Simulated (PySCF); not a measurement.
Acid–base and redox partners of c1cc[nH]c1. Gas-phase values, no solvent. Strings in code marks are SMILES.

All values below come from TPSSh-D3(BJ)/def2-TZVP // CAM-B3LYP-D3(BJ)/def2-TZVP (PySCF). 

```json
[
 {"species": "proton added at N4 (`C1C=C[NH2+]C=1`)", "highest occupied spin orbital (eV)": "–", "dipole moment (D)": "–"},
 {"species": "H atom removed from C1 (`c1[c]cc[nH]1`)", "highest occupied spin orbital (eV)": "-5.62", "dipole moment (D)": "2.57"},
 {"species": "H atom removed from C3 (`[c]1ccc[nH]1`)", "highest occupied spin orbital (eV)": "-5.49", "dipole moment (D)": "1.77"},
 {"species": "H atom removed from N4 (`C1=C[N]C=C1`)", "highest occupied spin orbital (eV)": "-6.51", "dipole moment (D)": "…"}
]
```

Problem. Complete the blanks.

Solution. 
- H atom removed from N4 (`C1=C[N]C=C1`), dipole moment (D): 2.02
